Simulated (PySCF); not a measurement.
CH5BrGaN, SMILES [CH3][Ga]([NH2])[Br].

Geometry optimised at TPSSh-D3(BJ)/def2-SVP. The structure was generated by enumeration; whether it is a known compound was not checked. The values are those of a single conformer.

The numbers are results of TDA-PBE/def2-SVPD (PySCF 2.14.0), not measurements.

Vertical excitations. The molecule is in vacuum.

```
state  energy (eV)  λ (nm)      f                                              main pairs
-----  -----------  ------  -----  ------------------------------------------------------
S1            5.02     247  0.010                                          HOMO→LUMO 99 %
S2            5.48     226  0.033                                        HOMO−1→LUMO 91 %
S3            5.55     223  0.000                                     HOMO−1→LUMO+1 100 %
S4            5.84     212  0.114                    HOMO→LUMO+1 69 %, HOMO−2→LUMO+1 16 %
S5            5.87     211  0.049                                        HOMO−2→LUMO 97 %
S6            6.21     200  0.023                                        HOMO→LUMO+2 99 %
S7            6.34     195  0.041  HOMO−2→LUMO+1 68 %, HOMO→LUMO+1 14 %, HOMO−3→LUMO 13 %
S8            6.64     187  0.003                                      HOMO−3→LUMO+1 98 %
S9            6.67     186  0.054                    HOMO−1→LUMO+2 49 %, HOMO−3→LUMO 43 %
S10           6.68     186  0.010                                        HOMO→LUMO+3 98 %
T1            4.69     264      0                                        HOMO→LUMO+1 98 %
T2            4.74     261      0                                          HOMO→LUMO 99 %
T3            5.24     237      0                                        HOMO−1→LUMO 99 %
T4            5.44     228      0                                     HOMO−1→LUMO+1 100 %
```
Triplets are in the Tamm–Dancoff approximation.
